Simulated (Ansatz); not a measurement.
Ge3F3⁻. The state is a singlet with charge -1. Geometry r2SCAN-D4/def2-SVPD, basis def2-TZVPD, Ansatz.

```xyz
6

Ge    0.805   -0.716    0.004
Ge   -1.445   -1.296    0.732
Ge    0.091    1.319   -1.151
F    -2.121   -1.523   -0.958
F     1.733   -0.390    1.545
F     0.937    2.606   -0.172
```

| run | HOMO (eV) | LUMO (eV) |
| --- | --- | --- |
| A | -1.50 | 1.53 |
| B | -0.62 | 0.97 |
| C | -0.83 | 0.96 |
| D | -2.50 | 2.39 |

The structure comes from a short search, and lower isomers may exist.

Q: The runs used CAM-B3LYP, PBE, PBE0, r2SCAN. Estimate which is which.

A: A PBE0 (25 % exact exchange); B PBE (0 % exact exchange); C r2SCAN (0 % exact exchange); D CAM-B3LYP (range-separated). Exact exchange lowers occupied and raises empty levels; among semilocal functionals meta-GGAs tend to open the gap a little, and such runs are hard to tell apart. The gap grows from 1.59 eV (PBE) to 4.89 eV (CAM-B3LYP). The restricted singlet is unstable towards broken spin symmetry in Hartree–Fock (as tested in another run); at PBE0-D4/def2-TZVPD, PBE-D4/def2-TZVPD, r2SCAN-D4/def2-TZVPD, CAM-B3LYP-D4/def2-TZVPD this wasn't settled.
